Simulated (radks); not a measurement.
The cadmium ion Cd2+, 46 electrons, occupied as [Kr] 4d10 (the NIST ground configuration). All-electron calculation, scalar-relativistic Kohn-Sham, LDA (Slater exchange, Perdew-Wang correlation), spin-polarised, spherical densities, finite nucleus; Fermi nuclear charge, rms radius 4.6087 fm. Program: a radial shooting solver on a logarithmic mesh with Libxc functionals. Some entries of the table are withheld. Estimate them.

orbital,occ.,eigenvalue (hartree),<r> (bohr),<r^2> (bohr^2)
1s,2,-974.2639,0.03043,0.001252
2s,2,-145.2650,(1),0.02047
2p,6,-130.5059,0.1149,0.01612
3s,2,(2),0.3590,0.1474
3p,6,-22.77892,0.3576,0.1485
3d,10,-15.17342,0.3350,0.1335
4s,2,-4.58827,0.8788,(3)
4p,6,-3.16131,0.9596,(4)
4d,10,-1.12858,(5),1.885

Answer. 
(1) 2s <r> (bohr): 0.1318
(2) 3s eigenvalue (hartree): -27.62174
(3) 4s <r^2> (bohr^2): 0.8757
(4) 4p <r^2> (bohr^2): 1.056
(5) 4d <r> (bohr): 1.254
